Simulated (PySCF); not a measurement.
**Bi²⁺ (bismuth, charge +2) across methods**

[Xe] 4f14 5d10 6s2 6p1, 2P determinant. Computed with PySCF 2.14 in aug-cc-pwCVQZ-PP with ECP60MDF, with scalar relativity through the core potential.

```csv
method,E (hartree),mean ε 6s α (eV),mean ε 6s β (eV),mean ε 6p α (eV),Σ⟨r²⟩ (bohr²),⟨S²⟩
r2SCAN,-213.8125,-31.277,-30.364,-19.963,42.53,0.753
UHF,-212.73070,-35.200,-33.036,-23.353,43.02,0.756
LDA,-213.4174,-31.294,-30.714,-19.737,42.69,0.750
PBE,-213.7450,-30.915,-30.233,-19.612,42.67,0.751
PBE0,-213.7203,-32.255,-31.230,-20.723,42.63,0.752
```

Energies and moments cover only the electrons outside the core potential. Spin-orbit coupling, absent here, splits the open shell strongly.
